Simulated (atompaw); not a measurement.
## Scattering properties, PAW (atompaw) potential for hafnium (Hf)

hafnium, PAW, made with atompaw 4.2.0.5 (LDA (PW92), scalar-relativistic). Core [Kr] 4d10 4f14, reference 5s2 5p6 5d2 6s1.5 6p0.5. Waves: 5s (bound): rc 1.35 bohr; 6s (bound): rc 2.95 bohr; 5p (bound): rc 2.25 bohr; 6p (bound): rc 2.45 bohr; 5d (bound): rc 2.95 bohr; 5d channel at 0.7 Ry: rc 2.95 bohr. Local part: vpsmatchnc scheme with l = 3 at 0.5 Ry, radius 2.15 bohr. Core correction: smooth core density matched at 1.95 bohr. Augmentation charge: sinc compensation charge, radius 2.70 bohr; PAW radius 2.95 bohr; waves and projectors: custom polynom gramschmidtortho.

The phase is arctan(r·u′/u) with u = r·R(r), unwrapped; energies in Ry, scanned from -7 to 5 Ry. A pole is an energy at which the radial function vanishes at the test radius. The pseudo phase is shifted by a multiple of π to meet the all-electron one at the reference energy, and phase errors are pseudo minus all-electron; the curves can meet again beyond the range given. Levels narrower than the energy grid can be missing from the lists of poles.

| channel | radius (bohr) | reference energy (Ry) | poles, all-electron | poles, pseudo | unbroken range about the reference energy with phases within 0.05 rad | phase error 1 Ry above the reference energy (rad) |
| --- | --- | --- | --- | --- | --- | --- |
| s | 2.96 | -0.42 | -4.96, 1.39 | -4.96, 1.19 | below 1.7 | -0.014 |
| p | 2.96 | -0.14 | -2.62, 2.73 | -2.94, -2.62, 2.53 | -2.9 to 3.4 | -0.009 |
| d | 2.96 | -0.26 | 0.24 | 0.24, 3.52 | below 1.9 | -0.000 |

Note: ghost states, extra bound levels that the all-electron valence spectrum of the same l lacks: s at -246.3 eV, p at -39.8 eV. A true bound ghost makes a file unfit for plane-wave use.

Phases in the s channel:

| E (Ry) | all-electron | pseudo |
| --- | --- | --- |
| -7.00 | 1.433 | 1.433 |
| -6.76 | 1.430 | 1.429 |
| -6.52 | 1.427 | 1.426 |
| -6.28 | 1.423 | 1.423 |
| -6.04 | 1.419 | 1.419 |
| -5.80 | 1.415 | 1.414 |
| -5.56 | 1.409 | 1.409 |
| -5.32 | 1.401 | 1.400 |
| -5.08 | 1.367 | 1.365 |
| -4.84 | -1.722 | -1.723 |
| -4.60 | -1.739 | -1.740 |
| -4.36 | -1.748 | -1.749 |
| -4.12 | -1.756 | -1.757 |
| -3.88 | -1.764 | -1.765 |
| -3.64 | -1.773 | -1.774 |
| -3.40 | -1.783 | -1.784 |
| -3.16 | -1.794 | -1.796 |
| -2.92 | -1.808 | -1.810 |
| -2.68 | -1.823 | -1.825 |
| -2.44 | -1.842 | -1.845 |
| -2.20 | -1.866 | -1.868 |
| -1.96 | -1.896 | -1.899 |
| -1.72 | -1.936 | -1.939 |
| -1.48 | -1.992 | -1.996 |
| -1.24 | -2.077 | -2.081 |
| -1.00 | -2.217 | -2.221 |
| -0.76 | -2.482 | -2.486 |
| -0.52 | -3.014 | -3.014 |
| -0.28 | -3.720 | -3.721 |
| -0.04 | -4.164 | -4.170 |
| 0.20 | -4.385 | -4.394 |
| 0.44 | -4.508 | -4.519 |
| 0.68 | -4.585 | -4.601 |
| 0.92 | -4.639 | -4.660 |
| 1.16 | -4.681 | -4.707 |
| 1.40 | -4.714 | -4.749 |
| 1.64 | -4.743 | -4.790 |
| 1.88 | -4.769 | -4.835 |
| 2.12 | -4.795 | -4.891 |
| 2.36 | -4.820 | -4.974 |
| 2.60 | -4.847 | -5.126 |
| 2.84 | -4.877 | -5.523 |
| 3.08 | -4.912 | -6.638 |
| 3.32 | -4.957 | -7.345 |
| 3.56 | -5.016 | -7.571 |
| 3.80 | -5.101 | -7.674 |
| 4.04 | -5.239 | -7.734 |
| 4.28 | -5.489 | -7.774 |
| 4.52 | -5.982 | -7.804 |
| 4.76 | -6.673 | -7.829 |
| 5.00 | -7.143 | -7.849 |
